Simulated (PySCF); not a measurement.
## Radial density of Fe¹⁴⁺ (iron, charge +14)

UHF, [Ne] 3s2, closed-shell 1S. Calculation: PySCF 2.14, in an even-tempered Gaussian basis (18 s from 1.1 bohr⁻², ratio 2.5; 11 p from 1.4 bohr⁻², ratio 2.5; 5 d from 5.7 bohr⁻², ratio 2.7; 4 f from 8.5 bohr⁻², ratio 2.7); scalar relativity by spin-free X2C-1e.

```
r (bohr)  4πr²ρ (e/bohr)
0.000852          0.1525
 0.00143          0.3930
 0.00241          0.9928
 0.00405           2.433
 0.00682           5.655
  0.0115           11.99
  0.0193           21.77
  0.0324           30.45
  0.0546           29.00
  0.0918           23.10
   0.154           31.62
   0.260           26.77
   0.437           6.815
   0.735           3.562
    1.24          0.2854
    2.08       0.0008795
```

Densities and radii are taken from the X2C orbitals without a picture-change correction, which distorts them close to the nucleus.
